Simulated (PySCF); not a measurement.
## Ionisation energy of Ru⁺ by level of theory

Ru⁺ [Kr] 4d7 (4F) → Ru²⁺ [Kr] 4d6 (5D), as a difference of total energies. Computed with PySCF 2.14 in x2c-QZVPPall (13s8p7d4f2g, 118 functions), with scalar relativity by spin-free X2C-1e. Correlated levels: valence: [Kr] frozen; valence and next inner shell: [Ar] 3d10 frozen. The calculations carry no spin-orbit coupling.

```csv
method,ionisation energy (eV)
UHF,14.909
LDA,17.305
PBE,17.022
PBE0,16.759
r2SCAN,16.735
PBEsol,16.988
M06-L,16.658
LC-wPBE,16.667
MP2 (valence),16.394
SCS-MP2 (valence),16.558
MP2 (valence and next inner shell),16.506
SCS-MP2 (valence and next inner shell),16.490
```

Question: How much does correlation contribute at MP2 (valence and next inner shell)?

Answer: 16.506 − (14.909) = 1.597 eV, measured against UHF.

A first-order spin-orbit estimate (lowest level to lowest level, LS coupling) adds 0.051 eV.

Errors of the correlated levels include the incompleteness of this basis and the frozen core.

For comparison: 16.76 ± 0.06 eV (semi-empirical (NIST evaluation); NIST Atomic Spectra Database, ionization energies).
